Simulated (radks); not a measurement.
The numbers below are computed, except where a source is named.
Charge is removed step by step from the 4d5/2 level of the antimony ion Sb+, starting from [Kr] 4d(3/2: 4, 5/2: 6) 5s2 5p2. Code: a radial shooting solver on a logarithmic mesh with Libxc functionals. Model: Dirac Kohn-Sham, LDA (Slater exchange, Perdew-Wang correlation), spin-unpolarised, spherical densities, point nucleus; open shells fill j = l - 1/2 first.

removed (e)	E - E(0) (eV)	eigenvalue (eV)	E minus straight line (eV)
0	0.000	-41.212	0.000
0.1	4.199	-42.778	-0.729
0.2	8.556	-44.363	-1.301
0.3	13.072	-45.965	-1.714
0.4	17.750	-47.584	-1.965
0.5	22.590	-49.219	-2.054
0.6	27.594	-50.871	-1.978
0.7	32.765	-52.539	-1.736
0.8	38.102	-54.221	-1.327
0.9	43.609	-55.919	-0.749
1	49.287	-57.632	0.000

Removing the whole electron costs 49.287 eV by Delta-SCF, against 41.212 eV from minus the eigenvalue at the starting occupation. Slater's transition state (half an electron removed) gives 49.219 eV. Integrating minus the eigenvalue over the occupation (Janak's theorem) gives 49.287 eV. The mean slope of the eigenvalue, de/dn, is 16.4 eV per electron.
